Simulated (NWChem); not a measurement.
Molecule: SnI2F2; SMILES [F][Sn]([F])([I])[I]

def2 effective core potentials on Sn, I; no spin-orbit coupling.

Question: Give the equilibrium geometry at PBE0/def2-SVP with def2 effective core potentials on Sn, I (NWChem) as an XYZ file, with the point group.

Answer: point group C2v; any orientation.
```
5

F      0.0000     1.5041    -1.9257
Sn     0.0000     0.0000    -0.7284
F      0.0000    -1.5041    -1.9257
I      2.2492     0.0000     0.6662
I     -2.2492     0.0000     0.6662
```
